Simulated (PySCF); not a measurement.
Static response to an electric field

C₅H₆N₄.
Structure used (GFN2-xTB), in Å, numbered top down from 1:
```xyz
15
C5H6N4 angstrom
C     -2.116   -0.537   -0.115
C     -0.670   -0.833   -0.196
N     -0.146   -1.999   -0.482
N      1.176   -1.893   -0.466
C      1.475   -0.650   -0.167
C      2.758   -0.096   -0.042
N      3.790    0.391    0.068
N      0.322    0.076    0.018
C      0.228    1.469    0.348
H     -2.664   -1.449   -0.328
H     -2.394    0.226   -0.842
H     -2.383   -0.186    0.882
H      0.859    1.690    1.211
H     -0.805    1.717    0.582
H      0.564    2.081   -0.492
```

Level: B3LYP/def2-SVPD (PySCF), static field, nuclei fixed, core orbitals frozen in the response. The polarisability tensor in these axes (au):

```
x   115.13   9.98   1.98
y     9.98  82.16   6.73
z     1.98   6.73  54.82
```

Question: Diagonalise the tensor; give its mean and Δα, where Δα² is half the sum of the squared differences of the eigenvalues.

Answer: Principal values 53.25, 80.72 and 118.14 au; mean 84.04 au = 12.45 Å³ = 13.86 × 10⁻⁴⁰ C²·m²/J; Δα = 56.42 au (67 % of the mean).

Question: What is the dipole moment, and where does it point?

Answer: (-5.14, 4.33, 1.08) D, 6.81 D in size, pointing from the negative to the positive side. Measured along this direction, the outermost atoms are N7 at the negative end and H12, H11 and H14 at the positive end.

Question: Sum over states: ᾱ = Σ f/ω², ω in Eh. What share falls to these 8 lowest TDDFT singlets (eV, f)? 4.53, 0.0019; 5.61, 0.2894; 6.14, 0.0001; 6.27, 0.0078; 6.29, 0.0505; 6.47, 0.0003; 6.50, 0.0242; 6.59, 0.0008.

Answer: They add up to 8.41 au, 10.0 % of the 84.04 au; the largest single term is 6.80 au, from the state at 5.61 eV. Terms in order: 0.07, 6.80, 0.00, 0.15, 0.94, 0.01, 0.42, 0.01 au. Higher excitations give the rest. The strengths listed sum to 0.375.

Question: Orientational against electronic polarisability at 298 K (dilute gas, rigid molecules)?

Answer: In Gaussian units μ²/3kT = 375.25 Å³ against 12.45 Å³, a ratio of 30.13; the Debye molar polarisation (4π/3)N_A(α + μ²/3kT) is 978.0 cm³/mol, leaving out the vibrational part.

Question: Molar refractivity from α?

Answer: Lorentz–Lorenz: R = (4π/3)N_A α = 2.5225 cm³/(mol·Å³) × 12.45 Å³ = 31.4 cm³/mol, in the limit of long wavelengths.

Question: What depolarisation ratio follows for Rayleigh scattering of linearly polarised light, taking the static tensor?

Answer: ρ = 3Δα²/(45ᾱ² + 4Δα²) = 9548.9/(317789 + 12731.9) = 0.0289.

Isolated species at its GFN2-xTB geometry, gas phase. GFN2-xTB frequencies show an imaginary mode (80i cm⁻¹), so this geometry is no minimum at that level.
